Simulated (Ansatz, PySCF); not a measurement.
C₄H₄, SMILES C=C=C=C.

The structure is a stationary point at B3LYP-D3(BJ)/def2-SVP.

Vertical ionisation energy (IE) and electron affinity (EA) in eV. Rows of orbital energies are one-electron estimates. Where ΔSCF, EOM or ADC give a negative EA the extra electron is unbound and the value depends on the basis.

```
level                                                                       IE     EA
------------------------------------------------------------------------  ----  -----
−ε(HOMO), −ε(LUMO), HF/def2-TZVPD (PySCF)                                    …      …
−ε(HOMO), −ε(LUMO), PBE/def2-TZVPD (PySCF)                                6.12   2.55
ΔSCF, CAM-B3LYP/def2-SVPD (Ansatz), final states of multiplicity 2 and 2  9.22  -0.26
ΔSCF, PBE/def2-SVPD (Ansatz), final states of multiplicity 2 and 2        9.22  -0.37
```

Question: Some entries are withheld; supply them. (The exact figures need the calculation; the answer reports its results.)

Answer: 
- −ε(HOMO), −ε(LUMO), HF/def2-TZVPD (PySCF), IE: 9.13
- −ε(HOMO), −ε(LUMO), HF/def2-TZVPD (PySCF), EA: -1.84

Question: What vertical singlet–triplet gap does ΔSCF give with CAM-B3LYP/def2-SVPD (Ansatz, an electronic-structure program) and with PBE/def2-SVPD (Ansatz)? (Estimate from the structure and the level; the computed values follow.)

Answer: 2.72 and 2.79 eV (triplet above singlet where positive).
